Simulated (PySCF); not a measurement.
Species: 4,4-dimethyl-2-pentanone, C7H14O.
SMILES with atom numbers: `[CH3:1][C:2](=[O:3])[CH2:4][C:5]([CH3:6])([CH3:7])[CH3:8]` (hydrogens: H9, H10, H11 on C1; H12, H13 on C4; H14, H15, H16 on C6; H17, H18, H19 on C7; H20, H21, H22 on C8)

Computed by this run: PBE0-D3(BJ)/def2-SVP geometry optimisation, gas phase in PySCF 2.14.0; density fitting, grid level 2; the optimiser is geomeTRIC in internal coordinates, started from a GFN2-xTB structure.

Step 0: E = -9517.2302 eV
```
atom  x, y, z in Å  |  force x, y, z in eV/Å
C1      2.7460   -0.2376   -0.3872   -0.247  -0.452  -0.181
C2      1.3925   -0.6489   -0.9110    0.296   0.424   0.032
O3      1.1783   -1.7560   -1.3381   -0.087  -0.220  -0.075
C4      0.3384    0.4370   -0.8696   -0.280  -0.498   0.236
C5     -0.7867    0.1457    0.1533   -0.060   0.088   0.025
C6     -0.1824   -0.1608    1.5254   -0.227   0.128  -0.511
C7     -1.6735    1.3896    0.2578    0.382  -0.469  -0.054
C8     -1.6258   -1.0419   -0.3165    0.326   0.310   0.194
H9      3.1507    0.5472   -1.0239    0.170   0.388  -0.211
H10     3.4258   -1.0857   -0.3867    0.224  -0.310  -0.009
H11     2.6522    0.1608    0.6200   -0.022   0.245   0.412
H12    -0.1175    0.5037   -1.8600   -0.083   0.081  -0.338
H13     0.8037    1.3938   -0.6303    0.126   0.335   0.031
H14    -0.9730   -0.2893    2.2615   -0.286  -0.082   0.336
H15     0.4589    0.6537    1.8579    0.282   0.319   0.194
H16     0.4022   -1.0775    1.4904    0.258  -0.394   0.086
H17    -1.1100    2.2383    0.6401    0.213   0.394   0.157
H18    -2.0781    1.6571   -0.7156   -0.201   0.144  -0.407
H19    -2.5050    1.2015    0.9330   -0.385  -0.047   0.290
H20    -2.1445   -0.8013   -1.2421   -0.226   0.060  -0.400
H21    -0.9955   -1.9088   -0.4957    0.189  -0.354  -0.113
H22    -2.3671   -1.3011    0.4363   -0.361  -0.089   0.303
```

Task: Estimate the geometry and energy of step 1. (The exact step hangs on the optimiser's Hessian estimate; all steps are aligned on step 0, rigid shifts and turns removed.)

Result: E = -9517.2842 eV, largest force 0.144 eV/Å
```
atom  x, y, z in Å  |  force x, y, z in eV/Å
C1      2.7727   -0.2450   -0.3995    0.061   0.083   0.022
C2      1.4152   -0.6284   -0.9252   -0.092  -0.110  -0.004
O3      1.1969   -1.7329   -1.3694    0.012   0.037   0.007
C4      0.3313    0.4316   -0.8647    0.067   0.088  -0.051
C5     -0.7929    0.1399    0.1581    0.018  -0.013  -0.017
C6     -0.1944   -0.1623    1.5327    0.039  -0.015   0.071
C7     -1.6736    1.3849    0.2541   -0.058   0.072   0.008
C8     -1.6365   -1.0462   -0.3072   -0.049  -0.054  -0.028
H9      3.1976    0.5578   -1.0266   -0.010  -0.023   0.027
H10     3.4446   -1.1122   -0.4074   -0.011  -0.006  -0.010
H11     2.6881    0.1640    0.6207    0.006  -0.016  -0.032
H12    -0.1172    0.5036   -1.8706    0.015   0.002   0.035
H13     0.7848    1.4101   -0.6311   -0.036  -0.032  -0.008
H14    -0.9927   -0.2955    2.2805    0.019   0.002  -0.018
H15     0.4534    0.6596    1.8818   -0.020  -0.016  -0.006
H16     0.4019   -1.0895    1.5211   -0.015   0.023  -0.001
H17    -1.1080    2.2517    0.6349   -0.008  -0.025  -0.013
H18    -2.0875    1.6575   -0.7306    0.011  -0.011   0.022
H19    -2.5215    1.2111    0.9372    0.023   0.000  -0.017
H20    -2.1482   -0.8150   -1.2562    0.020  -0.006   0.025
H21    -1.0163   -1.9376   -0.4757   -0.007   0.007   0.006
H22    -2.4081   -1.2876    0.4422    0.012   0.011  -0.018
```

The energy changes by -0.0540 eV. The first-order estimate −F·Δx gives -0.1154 eV and the mean of the old and new forces, exact on a quadratic surface, -0.0539 eV. The step makes an angle of 67° with the force vector and moves no atom by more than 0.048 Å.

The cost below is that of the whole optimisation. Hardware: one thread, Arm Neoverse V2 (aarch64), on a shared host. Cost: 60 s wall, 0.83 GiB resident at most.
